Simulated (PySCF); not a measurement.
Species: C₄H₉NSSi₂.
Geometry (GFN2-xTB, Å), atoms numbered from 1 in this order:
```xyz
17
C4H9NSSi2 angstrom
C      2.9756    0.2917    0.4846
S      1.5918   -0.2306    1.5339
C      0.3098   -0.4243    0.2511
Si    -0.3768    1.2445   -0.4476
C     -2.0470    0.7970    0.3920
Si    -1.3954   -0.8971    1.0113
C     -2.1303   -2.3121    0.0399
N     -2.5798   -3.1730   -0.5674
H      2.6984    1.1943   -0.0543
H      3.8161    0.4870    1.1426
H      3.2238   -0.5050   -0.2122
H      0.7099   -1.1357   -0.4718
H     -0.3981    1.2771   -1.9093
H      0.2858    2.4236    0.1057
H     -2.8986    0.7449   -0.2808
H     -2.3279    1.4723    1.1958
H     -1.4646   -1.2428    2.4261
```

Method: TDDFT PBE0/def2-SVPD, vertical, gas phase, core orbitals frozen in the response in PySCF 2.14.0, density-fitted response routines.

Computed states:

```json
{"state": "S1", "E (eV)": "4.33", "f": "0.0028"}
{"state": "S2", "E (eV)": "4.68", "f": "0.0026"}
{"state": "S3", "E (eV)": "5.23", "f": "0.0072"}
{"state": "S4", "E (eV)": "5.52", "f": "0.015"}
{"state": "S5", "E (eV)": "5.86", "f": "0.0072"}
{"state": "S6", "E (eV)": "5.99", "f": "0.027"}
{"state": "S7", "E (eV)": "6.17", "f": "0.0015"}
{"state": "S8", "E (eV)": "6.33", "f": "0.0085"}
```

Broadening: Gaussians 0.3 eV wide at half height, area fixed by f = 4.319×10⁻⁹ ∫ε dν̃. The width is an assumption, not a result. The curve ends short of the highest state used, and states not computed would add to its high-energy end.

(1) Give the broadened spectrum and its maxima.

(2) On this curve, what absorbance would a 10⁻⁴ mol/L sample give at 280 nm over a 1 cm path?

(3) Coming from long wavelengths, where does ε first pass 100 L mol⁻¹ cm⁻¹?

Answers

(1) 
| E (eV) | ε (L mol⁻¹ cm⁻¹) |
| --- | --- |
| 3.88 | 0 |
| 3.96 | 4 |
| 4.04 | 19 |
| 4.12 | 64 |
| 4.20 | 150 |
| 4.28 | 235 |
| 4.36 | 257 |
| 4.44 | 217 |
| 4.52 | 194 |
| 4.60 | 222 |
| 4.68 | 240 |
| 4.76 | 190 |
| 4.84 | 108 |
| 4.92 | 70 |
| 5.00 | 133 |
| 5.08 | 322 |
| 5.16 | 574 |
| 5.24 | 761 |
| 5.32 | 897 |
| 5.40 | 1132 |
| 5.48 | 1386 |
| 5.56 | 1352 |
| 5.64 | 1059 |
| 5.73 | 1002 |

Maxima: 286 nm (4.34 eV), ε about 260, made up of S1 (97%); 266 nm (4.66 eV), ε about 240, made up of S2 (97%); 225 nm (5.51 eV), ε about 1400, made up of S4 (95%) (ε in L mol⁻¹ cm⁻¹; maxima over ε = 5, shares over 10%). At its high-energy end, 5.73 eV, the curve is still rising (ε about 1000, from S4, S5 and S6).

(2) 280 nm is 4.428 eV, where ε is about 220 L mol⁻¹ cm⁻¹, so A = ε c l ≈ 0.022 (Beer–Lambert, with the gas-phase spectrum and the assumed width).

(3) At about 298 nm (4.16 eV), 0.17 eV below S1.

One conformer stands for the species.
